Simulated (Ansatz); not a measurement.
Ansatz (a first-principles code) input (B3LYP-D3(BJ)/def2-TZVP):

Ansatz 0.2 input:
```yaml
crystal:
  periodic: [false, false, false]
  atoms:
    - {symbol: C, position_ang: [-1.98162240, 0.05350218, -0.04955741]}
    - {symbol: C, position_ang: [-0.64661262, -0.10769500, -0.02088105]}
    - {symbol: C, position_ang: [0.61059884, 0.08118784, 0.01894619]}
    - {symbol: O, position_ang: [1.82236837, 0.09828229, 0.05112541]}
    - {symbol: H, position_ang: [-2.47312991, -0.94822843, -0.10004966]}
basis:
  gaussian:
    orbitals: def2-TZVP
hamiltonian:
  xc: b3lyp
  dispersion: d3bj
total_charge: -1
phonons: {temperatures: {t_min: 298.15, t_max: 298.15, t_step: 100}}
```

Output:

```
Functional definition: B3LYP
integrals: 0.03 GiB planned
735 factors; their error is unknown
mean field: 0.37 GiB planned
mean field evaluation 1: about -5168.0363 eV, gradient 4.4e1 eV
mean field evaluation 2: about -5139.1410 eV, gradient 1.1e2 eV
mean field evaluation 4: about -5173.3792 eV, gradient 6.5e0 eV
mean field evaluation 8: about -5173.4660 eV, gradient 7.1e-2 eV
mean field evaluation 16: about -5173.4749 eV, gradient 3.9e-5 eV
mean field -5173.47491921 eV, -190.1216965736 hartree, gradient 3.9e-5 eV, S^2 0.000000; 0 other end points of the search recorded, 0 dependent functions left out
the calculation of the forces begins
reference -5173.47511189 eV, -190.1217036547 hartree; 14, 14 occupied and 116, 116 virtual orbitals, 735 factors
these checks for a lower state are left out or cut short: stability, starts, cluster_reference, orbital_swaps, neighbouring_geometries, increment
integrals: 0.03 GiB planned
735 factors; their error is unknown
mean field: 0.37 GiB planned
mean field -5173.47483875 eV, -190.1216936169 hartree, gradient 2.0e-6 eV, S^2 0.000000; 0 other end points of the search recorded, 0 dependent functions left out
the calculation of the forces begins
reference -5173.47503144 eV, -190.1217006981 hartree; 14, 14 occupied and 116, 116 virtual orbitals, 735 factors
these checks for a lower state are left out or cut short: stability, starts, cluster_reference, orbital_swaps, neighbouring_geometries, increment
integrals: 0.03 GiB planned
735 factors; their error is unknown
mean field: 0.37 GiB planned
mean field evaluation 32: about -5173.4748 eV, gradient 1.6e-6 eV
mean field -5173.47484215 eV, -190.1216937419 hartree, gradient 2.0e-6 eV, S^2 0.000000; 0 other end points of the search recorded, 0 dependent functions left out
the calculation of the forces begins
reference -5173.47503484 eV, -190.1217008231 hartree; 14, 14 occupied and 116, 116 virtual orbitals, 735 factors
these checks for a lower state are left out or cut short: stability, starts, cluster_reference, orbital_swaps, neighbouring_geometries, increment
integrals: 0.03 GiB planned
735 factors; their error is unknown
mean field: 0.37 GiB planned
mean field -5173.47481734 eV, -190.1216928300 hartree, gradient 2.6e-6 eV, S^2 0.000000; 0 other end points of the search recorded, 0 dependent functions left out
the calculation of the forces begins
reference -5173.47500999 eV, -190.1216999099 hartree; 14, 14 occupied and 116, 116 virtual orbitals, 735 factors
these checks for a lower state are left out or cut short: stability, starts, cluster_reference, orbital_swaps, neighbouring_geometries, increment
integrals: 0.03 GiB planned
735 factors; their error is unknown
mean field: 0.37 GiB planned
mean field -5173.47486244 eV, -190.1216944876 hartree, gradient 2.6e-6 eV, S^2 0.000000; 0 other end points of the search recorded, 0 dependent functions left out
the calculation of the forces begins
reference -5173.47505517 eV, -190.1217015700 hartree; 14, 14 occupied and 116, 116 virtual orbitals, 735 factors
these checks for a lower state are left out or cut short: stability, starts, cluster_reference, orbital_swaps, neighbouring_geometries, increment
integrals: 0.03 GiB planned
735 factors; their error is unknown
mean field: 0.37 GiB planned
mean field -5173.47490292 eV, -190.1216959750 hartree, gradient 2.0e-6 eV, S^2 0.000000; 0 other end points of the search recorded, 0 dependent functions left out
the calculation of the forces begins
reference -5173.47509560 eV, -190.1217030558 hartree; 14, 14 occupied and 116, 116 virtual orbitals, 735 factors
these checks for a lower state are left out or cut short: stability, starts, cluster_reference, orbital_swaps, neighbouring_geometries, increment
integrals: 0.03 GiB planned
735 factors; their error is unknown
mean field: 0.37 GiB planned
mean field evaluation 64: about -5173.4749 eV, gradient 2.0e-6 eV
mean field -5173.47490335 eV, -190.1216959907 hartree, gradient 2.0e-6 eV, S^2 0.000000; 0 other end points of the search recorded, 0 dependent functions left out
the calculation of the forces begins
reference -5173.47509604 eV, -190.1217030722 hartree; 14, 14 occupied and 116, 116 virtual orbitals, 735 factors
these checks for a lower state are left out or cut short: stability, starts, cluster_reference, orbital_swaps, neighbouring_geometries, increment
integrals: 0.03 GiB planned
735 factors; their error is unknown
mean field: 0.37 GiB planned
mean field -5173.47473287 eV, -190.1216897258 hartree, gradient 2.2e-6 eV, S^2 0.000000; 0 other end points of the search recorded, 0 dependent functions left out
the calculation of the forces begins
reference -5173.47492556 eV, -190.1216968071 hartree; 14, 14 occupied and 116, 116 virtual orbitals, 735 factors
these checks for a lower state are left out or cut short: stability, starts, cluster_reference, orbital_swaps, neighbouring_geometries, increment
integrals: 0.03 GiB planned
735 factors; their error is unknown
mean field: 0.37 GiB planned
mean field -5173.47474815 eV, -190.1216902874 hartree, gradient 2.2e-6 eV, S^2 0.000000; 0 other end points of the search recorded, 0 dependent functions left out
the calculation of the forces begins
reference -5173.47494083 eV, -190.1216973684 hartree; 14, 14 occupied and 116, 116 virtual orbitals, 735 factors
these checks for a lower state are left out or cut short: stability, starts, cluster_reference, orbital_swaps, neighbouring_geometries, increment
integrals: 0.03 GiB planned
735 factors; their error is unknown
mean field: 0.37 GiB planned
mean field -5173.47491335 eV, -190.1216963582 hartree, gradient 2.0e-6 eV, S^2 0.000000; 0 other end points of the search recorded, 0 dependent functions left out
the calculation of the forces begins
reference -5173.47510607 eV, -190.1217034409 hartree; 14, 14 occupied and 116, 116 virtual orbitals, 735 factors
these checks for a lower state are left out or cut short: stability, starts, cluster_reference, orbital_swaps, neighbouring_geometries, increment
integrals: 0.03 GiB planned
735 factors; their error is unknown
mean field: 0.37 GiB planned
mean field -5173.47490409 eV, -190.1216960182 hartree, gradient 2.0e-6 eV, S^2 0.000000; 0 other end points of the search recorded, 0 dependent functions left out
the calculation of the forces begins
reference -5173.47509674 eV, -190.1217030979 hartree; 14, 14 occupied and 116, 116 virtual orbitals, 735 factors
these checks for a lower state are left out or cut short: stability, starts, cluster_reference, orbital_swaps, neighbouring_geometries, increment
integrals: 0.03 GiB planned
735 factors; their error is unknown
mean field: 0.37 GiB planned
mean field evaluation 96: about -5173.4657 eV, gradient 4.5e-4 eV
mean field -5173.47470813 eV, -190.1216888166 hartree, gradient 2.1e-6 eV, S^2 0.000000; 0 other end points of the search recorded, 0 dependent functions left out
the calculation of the forces begins
reference -5173.47490077 eV, -190.1216958961 hartree; 14, 14 occupied and 116, 116 virtual orbitals, 735 factors
these checks for a lower state are left out or cut short: stability, starts, cluster_reference, orbital_swaps, neighbouring_geometries, increment
integrals: 0.03 GiB planned
735 factors; their error is unknown
mean field: 0.37 GiB planned
mean field -5173.47466576 eV, -190.1216872597 hartree, gradient 2.0e-6 eV, S^2 0.000000; 0 other end points of the search recorded, 0 dependent functions left out
the calculation of the forces begins
reference -5173.47485850 eV, -190.1216943426 hartree; 14, 14 occupied and 116, 116 virtual orbitals, 735 factors
these checks for a lower state are left out or cut short: stability, starts, cluster_reference, orbital_swaps, neighbouring_geometries, increment
integrals: 0.03 GiB planned
735 factors; their error is unknown
mean field: 0.37 GiB planned
mean field -5173.47491595 eV, -190.1216964540 hartree, gradient 2.0e-6 eV, S^2 0.000000; 0 other end points of the search recorded, 0 dependent functions left out
the calculation of the forces begins
reference -5173.47510861 eV, -190.1217035341 hartree; 14, 14 occupied and 116, 116 virtual orbitals, 735 factors
these checks for a lower state are left out or cut short: stability, starts, cluster_reference, orbital_swaps, neighbouring_geometries, increment
integrals: 0.03 GiB planned
735 factors; their error is unknown
mean field: 0.37 GiB planned
mean field -5173.47491296 eV, -190.1216963440 hartree, gradient 2.0e-6 eV, S^2 0.000000; 0 other end points of the search recorded, 0 dependent functions left out
the calculation of the forces begins
reference -5173.47510567 eV, -190.1217034261 hartree; 14, 14 occupied and 116, 116 virtual orbitals, 735 factors
these checks for a lower state are left out or cut short: stability, starts, cluster_reference, orbital_swaps, neighbouring_geometries, increment
integrals: 0.03 GiB planned
735 factors; their error is unknown
mean field: 0.37 GiB planned
mean field evaluation 128: about -5173.4748 eV, gradient 1.7e-4 eV
mean field -5173.47481720 eV, -190.1216928249 hartree, gradient 2.0e-6 eV, S^2 0.000000; 0 other end points of the search recorded, 0 dependent functions left out
the calculation of the forces begins
reference -5173.47500996 eV, -190.1216999086 hartree; 14, 14 occupied and 116, 116 virtual orbitals, 735 factors
these checks for a lower state are left out or cut short: stability, starts, cluster_reference, orbital_swaps, neighbouring_geometries, increment
integrals: 0.03 GiB planned
735 factors; their error is unknown
mean field: 0.37 GiB planned
mean field -5173.47477762 eV, -190.1216913702 hartree, gradient 2.0e-6 eV, S^2 0.000000; 0 other end points of the search recorded, 0 dependent functions left out
the calculation of the forces begins
reference -5173.47497023 eV, -190.1216984489 hartree; 14, 14 occupied and 116, 116 virtual orbitals, 735 factors
these checks for a lower state are left out or cut short: stability, starts, cluster_reference, orbital_swaps, neighbouring_geometries, increment
integrals: 0.03 GiB planned
735 factors; their error is unknown
mean field: 0.37 GiB planned
mean field -5173.47484992 eV, -190.1216940273 hartree, gradient 2.0e-6 eV, S^2 0.000000; 0 other end points of the search recorded, 0 dependent functions left out
the calculation of the forces begins
reference -5173.47504260 eV, -190.1217011083 hartree; 14, 14 occupied and 116, 116 virtual orbitals, 735 factors
these checks for a lower state are left out or cut short: stability, starts, cluster_reference, orbital_swaps, neighbouring_geometries, increment
integrals: 0.03 GiB planned
735 factors; their error is unknown
mean field: 0.37 GiB planned
mean field -5173.47485833 eV, -190.1216943363 hartree, gradient 2.0e-6 eV, S^2 0.000000; 0 other end points of the search recorded, 0 dependent functions left out
the calculation of the forces begins
reference -5173.47505102 eV, -190.1217014177 hartree; 14, 14 occupied and 116, 116 virtual orbitals, 735 factors
these checks for a lower state are left out or cut short: stability, starts, cluster_reference, orbital_swaps, neighbouring_geometries, increment
integrals: 0.03 GiB planned
735 factors; their error is unknown
mean field: 0.37 GiB planned
mean field evaluation 160: about -5173.4749 eV, gradient 1.9e-6 eV
mean field -5173.47489405 eV, -190.1216956492 hartree, gradient 2.2e-6 eV, S^2 0.000000; 0 other end points of the search recorded, 0 dependent functions left out
the calculation of the forces begins
reference -5173.47508675 eV, -190.1217027305 hartree; 14, 14 occupied and 116, 116 virtual orbitals, 735 factors
these checks for a lower state are left out or cut short: stability, starts, cluster_reference, orbital_swaps, neighbouring_geometries, increment
integrals: 0.03 GiB planned
735 factors; their error is unknown
mean field: 0.37 GiB planned
mean field -5173.47491568 eV, -190.1216964439 hartree, gradient 2.3e-6 eV, S^2 0.000000; 0 other end points of the search recorded, 0 dependent functions left out
the calculation of the forces begins
reference -5173.47510836 eV, -190.1217035249 hartree; 14, 14 occupied and 116, 116 virtual orbitals, 735 factors
Total energy: -5173.60353379 eV, -190.1264230723 hartree
Atom 0 at    -1.981622     0.053502    -0.049557 Å, force     0.000070     0.000025     0.000003 eV/Å
Atom 1 at    -0.646613    -0.107695    -0.020881 Å, force    -0.001117    -0.000102    -0.000033 eV/Å
Atom 2 at     0.610599     0.081188     0.018946 Å, force     0.001323     0.000130     0.000039 eV/Å
Atom 3 at     1.822368     0.098282     0.051125 Å, force    -0.000342    -0.000021    -0.000010 eV/Å
Atom 4 at    -2.473130    -0.948228    -0.100050 Å, force     0.000066    -0.000032     0.000001 eV/Å
Dipole moment:     0.494187    -0.260756     0.003047 e Å
Vibrations: 227.89 234.83 303.05 668.01 906.15 1105.72 1553.25 2152.21 2753.41 cm⁻¹, zero-point energy 0.614002 eV
```

It need not be the lowest isomer of its formula. Whether it binds its extra electron was not tested at this geometry.
